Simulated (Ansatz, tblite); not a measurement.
Removing and adding an electron: Al₇ (the lowest doublet isomer of a short search). Total charge 0; doublet. Geometry: r2SCAN-D4/def2-SVP. Ansatz, gas phase; energy differences of separate SCF runs; the oxidised species is a singlet (the triplet lies 0.68 eV higher at PBE0-D4/def2-TZVP); the reduced species is a singlet (the triplet lies 0.04 eV higher at PBE0-D4/def2-TZVPD).

```xyz
7

Al    0.271    0.941   -1.876
Al   -1.608    0.702   -0.134
Al    1.754   -0.969   -0.684
Al    1.152    1.222    0.524
Al   -0.021   -1.337    1.143
Al   -0.725    0.895    2.328
Al   -0.823   -1.455   -1.300
```

The xTB rows come from tblite. The structure comes from a short search, and lower isomers may exist.

```
              level  −HOMO (eV)  vertical IE (eV)  −LUMO (eV)  vertical EA (eV)  HOMO–LUMO gap (eV)  IE − EA (eV)                                    remarks
           GFN1-xTB           –              7.52           –              3.46                   –          4.06                                          –
           GFN2-xTB           –              8.93           –                 –                   –             –                                          –
   PBE-D4/def2-TZVP        4.36              6.32        3.55                 –                0.81             –                                          –
  PBE-D4/def2-TZVPD        4.35                 –        3.54              1.83                0.80             –  restricted singlet, untested (-1 singlet)
r2SCAN-D4/def2-TZVP        4.63              6.50        3.34                 –                1.29             –                                          –
  PBE0-D4/def2-TZVP        5.07              6.40        2.91                 –                2.17             –                                          –
 PBE0-D4/def2-TZVPD        5.06                 –        2.90              1.80                2.16             –  restricted singlet, untested (-1 singlet)
```

Run but left out: r2SCAN-D4/def2-TZVPD (charge -1 singlet: restricted singlet with a triplet 0.01 eV lower at the same geometry).   HOMO and LUMO are the levels of the spin that leaves or enters (xTB has no such levels and no spin-polarisation term). Other spin states of the ions may lie lower, which would lower the ionisation energy or raise the affinity. Raw xTB energy differences between charge states are shifted by several eV; the methods need an empirical correction for them.
